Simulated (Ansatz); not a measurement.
The first iterations of a band of C3H6OSi (11 atoms, charge 0, multiplicity 1).

Level of theory: RKS B3LYP-D4/6-31G in Ansatz 0.2.0.

```yaml
movable_images: 7
climbing_image: yes
spring: 5.0 eV/Å²
optimiser: quadratic models (default)
start_path: through a guess of the saddle point
force_threshold: 0.05 eV/Å
iteration_limit: 56
end_points: relaxed
```

First end point:

```xyz
11
Properties=species:S:1:pos:R:3
C -0.332 -1.872 1.654
C -0.048 -0.722 0.804
C 0.201 0.251 0.107
Si 0.528 1.664 -1.033
O 0.022 1.327 -2.654
H 0.581 -2.439 1.875
H -1.037 -2.558 1.170
H -0.772 -1.564 2.609
H -0.181 2.872 -0.484
H 1.993 1.911 -1.154
H -0.889 1.074 -2.873
```

Last end point:

```xyz
11
Properties=species:S:1:pos:R:3
C -0.158 -1.297 1.126
C -0.220 0.148 0.949
C -0.278 1.368 0.792
Si 0.961 1.368 -1.233
O -0.265 1.004 -2.432
H 0.873 -1.639 1.262
H -0.575 -1.822 0.259
H -0.738 -1.598 2.009
H -0.543 2.383 0.988
H 1.518 -0.084 -0.970
H -0.511 0.110 -2.728
```

| iteration | highest image above the first end (eV) | largest band force component (eV/Å) |
| --- | --- | --- |
| 1 | 5.661 | 9.859 |
| 2 | 3.789 | 3.952 |
| 3 | 3.475 | 3.091 |
| 4 | 3.099 | 2.088 |
| 5 | 3.388 | 3.585 |
| 6 | 3.446 | 1.448 |
| 7 | 3.266 | 2.317 |
| 8 | 2.987 | 2.028 |
| 9 | 2.646 | 2.277 |
| 10 | 2.419 | 1.816 |
| 11 | 2.337 | 0.535 |
| 12 | 2.465 | 1.209 |
| 13 | 2.250 | 0.751 |

Does the band converge within its limit, and where does its top end?

The run converged. It ended after 39 iterations with the highest image 3.049 eV above the first end. Neighbouring images differ by up to 2.5 eV, so the band resolves the path poorly. A vibrational analysis at the climbing image gives one clearly imaginary mode, 1088i cm⁻¹: a first-order saddle point. The orbitals stay closed-shell, which can raise the energy where a bond breaks towards radicals; this wasn't checked here. Limits of this set-up: no polarisation functions.

Run time: 12 min on 1 thread of Arm Neoverse V2, on a shared host, peak memory 0.14 GiB.
